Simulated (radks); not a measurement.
Tl LVI, 26 electrons, occupied as [Ar] 3d8.

Method: Dirac Kohn-Sham, BLYP, spin-unpolarised, spherical densities, finite nucleus; open shells fill j = l - 1/2 first; Fermi nuclear charge, rms radius 5.4759 fm; computed with a radial shooting solver on a logarithmic mesh with Libxc functionals.

Energy parts (hartree):
total: -17706.3564
kinetic: 20824.6762
electron-nucleus: -41057.3429
Hartree: 2782.5366
exchange-correlation: -256.2262

Orbitals (lengths in bohr, moments of r in powers of bohr; r(max) is where P^2 peaks; r(90%) holds 90 % of the orbital's charge):
orbital  occ.  eigenvalue (hartree)  r(90%)   r(max)
1s1/2       2             -3264.735  0.0299  0.01003
2s1/2       2             -680.5516   0.106  0.05827
2p1/2       2             -659.1620  0.0930  0.04270
2p3/2       4             -582.6756   0.104  0.05026
3s1/2       2             -246.2503   0.252   0.1615
3p1/2       2             -237.0626   0.243   0.1502
3p3/2       4             -218.7986   0.262   0.1646
3d3/2       4             -204.4017   0.235   0.1270
3d5/2       4             -200.3862   0.240   0.1310
4s1/2       0             -124.5907   0.478   0.3352
4p1/2       0             -120.5982   0.474   0.3285
4p3/2       0             -114.1635   0.502   0.3507

The highest occupied level is 3d5/2 at -5452.8 eV. The electron density at the nucleus is 2.507e+06 e/bohr^3. Summed over all electrons, <r^2> = 0.5338 bohr^2, which gives a Langevin (diamagnetic) susceptibility term of -0.423 x 10^-6 cm^3/mol. The density falls to 0.001 e/bohr^3 at r = 0.58 bohr. For comparison, the ionisation energy in NIST's Atomic Spectra Database is 5518 eV (theoretical). In exact Kohn-Sham theory the highest level is minus the ionisation energy, but local and semilocal functionals leave it too shallow, through self-interaction and a potential that decays too fast; potentials with the right tail come closer.

Beside tabulated values, note that spin-unpolarised runs miss the spin-polarisation part of the exchange energy of open shells.
